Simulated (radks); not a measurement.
Problem. Neutral sulfur, 16 electrons, occupied as [Ne] 3p6 (not the ground configuration). Method: non-relativistic Kohn-Sham, PBE, spin-unpolarised, spherical densities, point nucleus; computed with a radial shooting solver on a logarithmic mesh with Libxc functionals. Some entries of the table are withheld. Estimate them.

orbital,occ.,eigenvalue (Ry),<r> (bohr),r(max) (bohr)
1s,2,-176.4234,0.09729,(1)
2s,2,(2),0.4809,0.3901
2p,6,(3),(4),(5)
3p,6,-0.59336,(6),1.580

Solution. 
(1) 1s r(max) (bohr): 0.06371
(2) 2s eigenvalue (Ry): -15.66853
(3) 2p eigenvalue (Ry): -11.70211
(4) 2p <r> (bohr): 0.4429
(5) 2p r(max) (bohr): 0.3266
(6) 3p <r> (bohr): 2.005
